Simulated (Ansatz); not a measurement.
Start from `C[CH](C)[Sn][OH]` and change one atom or group to get `CC(C)CO`.

Ansatz, PBE0-D4/def2-TZVP geometries, multiplicity 1. Each molecule was computed in one conformer, which needn't be the lowest.

Elements past krypton have def2 core potentials.

```json
{"property": "HOMO energy (ωB97M-V/def2-TZVPP) / eV", "`C[CH](C)[Sn][OH]`": "-8.09"}
{"property": "size of the dipole moment (ωB97M-V/def2-TZVPP) / D", "`C[CH](C)[Sn][OH]`": "2.08"}
{"property": "HOMO energy (PBE0/def2-TZVPP) / eV", "`C[CH](C)[Sn][OH]`": "-6.04"}
{"property": "LUMO energy (ωB97M-V/def2-TZVPP) / eV", "`C[CH](C)[Sn][OH]`": "-0.43"}
{"property": "HOMO–LUMO gap (PBE0/def2-TZVPP) / eV", "`C[CH](C)[Sn][OH]`": "3.89"}
{"property": "HOMO–LUMO gap (ωB97M-V/def2-TZVPP) / eV", "`C[CH](C)[Sn][OH]`": "7.66"}
```

Question: What does the change do to each property? (Best estimate.)

Answer: The calculation gave: 
```csv
property,`CC(C)CO`,shift
HOMO energy (ωB97M-V/def2-TZVPP) / eV,-10.15,-2.06
size of the dipole moment (ωB97M-V/def2-TZVPP) / D,1.62,-0.46
HOMO energy (PBE0/def2-TZVPP) / eV,-7.72,-1.68
LUMO energy (ωB97M-V/def2-TZVPP) / eV,2.44,2.87
HOMO–LUMO gap (PBE0/def2-TZVPP) / eV,8.71,4.82
HOMO–LUMO gap (ωB97M-V/def2-TZVPP) / eV,12.59,4.93
```

With PBE0 the HOMO falls by 1.68 eV and the LUMO rises by 3.14 eV, so the gap widens by about 4.82 eV. PBE moves the HOMO by -1.06 eV and ωB97M-V by -2.06 eV. Dipoles are sizes alone; their direction can turn.
